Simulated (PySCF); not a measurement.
C3H7NSi, SMILES [SiH3]NCC#C. Atoms are numbered in the order given.

```xyz
12

C      2.1755     1.6020     0.3493
C      1.5760     0.5526     0.4785
C      0.8289    -0.7074     0.5854
N     -0.1846    -0.9096    -0.4406
Si    -1.7405    -0.1249    -0.3823
H      2.7039     2.5312     0.2421
H      0.3408    -0.7504     1.5765
H      1.5460    -1.5494     0.5762
H      0.2269    -1.0280    -1.3641
H     -2.3285    -0.4089     0.9610
H     -2.5708    -0.7260    -1.4662
H     -1.7415     1.3642    -0.5686
```
Charge 0, spin multiplicity 1.

Geometry optimised at r2SCAN-D4/def2-SVP. The values are those of a single conformer.

Two levels are set side by side: PBE/pcSseg-1 (PySCF) and PBE0/pcSseg-1 (PySCF). GIAO shifts against NH3 (¹⁵N), TMS (²⁹Si), TMS (¹H), TMS (¹³C) at the same level; non-relativistic, no solvent, atoms listed together averaged. Differences are taken from unrounded values.

```json
[
 {"quantity": "δ(¹³C) of C1 (ppm)", "PBE": "76.6"},
 {"quantity": "δ(¹³C) of C2 (ppm)", "PBE": "87.4"},
 {"quantity": "δ(¹³C) of C3 (ppm)", "PBE": "42.0"},
 {"quantity": "δ(¹⁵N) of N4 (ppm)", "PBE": "34.3"},
 {"quantity": "δ(²⁹Si) of Si5 (ppm)", "PBE": "-52.0"},
 {"quantity": "δ(¹H) of H6 (ppm)", "PBE": "2.33"},
 {"quantity": "δ(¹H) of H9 (ppm)", "PBE": "0.20"}
]
```

Question: These are the PBE values. What does PBE0 give? (An estimate is asked for; the answer gives what the named calculation found.)

Answer: 
| quantity | PBE0 | PBE minus PBE0 |
|---|---|---|
| δ(¹³C) of C1 (ppm) | 79.9 | -3.3 |
| δ(¹³C) of C2 (ppm) | 88.5 | -1.1 |
| δ(¹³C) of C3 (ppm) | 39.3 | 2.7 |
| δ(¹⁵N) of N4 (ppm) | 27.0 | 7.3 |
| δ(²⁹Si) of Si5 (ppm) | -48.9 | -3.1 |
| δ(¹H) of H6 (ppm) | 2.49 | -0.16 |
| δ(¹H) of H9 (ppm) | 0.23 | -0.04 |

Rough cost on one machine, each run with all the roots and properties that it gave: PBE0 against PBE within a factor of 2.
